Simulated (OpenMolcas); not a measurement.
Yb3+ with 6 ligands (fluoride, chloride on the axis) in tetragonal octahedral coordination (D4h). The axial distance is 1.206 times the equatorial one, R.

| Quantity | Value |
| --- | --- |
| Program | OpenMolcas |
| Method | SS-CASPT2, IPEA 0.25 Eh, imaginary shift 0.1 Eh (closed shells correlated: 5s 5p and the ligand valence shells) |
| Basis | ANO-RCC-VDZP [7s6p4d2f1g] |
| Scalar Hamiltonian | DKH2, point nucleus |
| Active space | 13 electrons in 7 orbitals (4f) |
| State averaging | 2S+1 = 2 odd, 7 roots |
| Spin-orbit coupling | RASSI with atomic mean-field integrals over the reference wave functions |

All ligands move together. At R = 2.18 Å the width of the lowest J multiplet is 1200 cm-1, and at R = 2.33 Å it is 869 cm-1.

Task: A third run gives 1416 cm-1. What distance was it run at?

Result: With a power law R^-n the two known points give n = -ln(869 / 1200) / ln(2.33 / 2.18) = 4.85. Then R = 2.18 × (1200 / 1416)^(1/4.85) = 2.107 Å. The run was at 2.11 Å, so the estimate is off by -0.003 Å.

Over all roots computed the reference weight is 0.68 in R = 2.11, 0.68 in R = 2.18, 0.68 in R = 2.33; a low but even weight reflects the number of correlated electrons. Splittings of an f shell from a small cluster at a set distance can be off by tens of per cent, mostly too small. No measured value stands beside these numbers; the geometry was imposed, not optimised, and the real ion may take another.
